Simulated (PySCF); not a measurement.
**Correlation energy of I²⁺ (iodine, charge +2)**

[Kr] 4d10 5s2 5p3, high-spin 4S determinant. All numbers are calculated (PySCF 2.14, the spin-free X2C one-electron Hamiltonian (Gaussian nucleus), in x2c-TZVPPall with one added diffuse shell each of s, p, d, f type (9s7p5d3f, 76 functions)). Frozen: [Kr] 4d10; 5 electrons correlated.

```json
{"level": "CCSD", "correlation energy (mhartree)": "-73.64"}
{"level": "(T)", "correlation energy (mhartree)": "-1.77"}
{"level": "CCSD(T)", "correlation energy (mhartree)": "-75.41"}
```

Diagnostics: T1 = 0.0014, D1 = 0.0040, largest double amplitude 0.042.

Cost of the coupled-cluster step: roughly 2.6 core-seconds, for 5 correlated electrons.
